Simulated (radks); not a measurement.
The potassium anion K-, [Ar] 4s2, held by a Watson sphere: a shell of charge +1 at radius R that stands for the Madelung well of a crystal (potential energy -1/R inside, -1/r outside, in hartree with lengths in bohr). All-electron calculation, non-relativistic Kohn-Sham, LDA (Slater exchange, VWN5 correlation), spin-polarised, spherical densities, point nucleus. Program: a radial shooting solver on a logarithmic mesh with Libxc functionals. Response by self-consistent Sternheimer equations with the Hartree and adiabatic LDA kernel. The sphere does not respond.

R (bohr),e(3s) (eV),e(3p) (eV),e(4s) (eV),<r> 4s (bohr),sum of <r^2> (bohr^2),X-ray form factor at sin(theta)/lambda = 0.1 1/angstrom,alpha (bohr^3)
2.19,-38.469,-22.474,-3.701,4.164,59.52,17.077,168.8
2.46,-37.563,-21.604,-3.681,4.197,60.31,17.052,172.4
2.97,-36.296,-20.354,-3.604,4.301,62.41,17.002,186.1
3.47,-35.480,-19.534,-3.485,4.443,65.16,16.950,207.7
4.15,-34.796,-18.837,-3.285,4.664,69.63,16.883,247.8
4.85,-34.380,-18.409,-3.063,4.898,74.69,16.826,299.1
5.3,-34.198,-18.222,-2.922,5.043,78.03,16.796,336.5
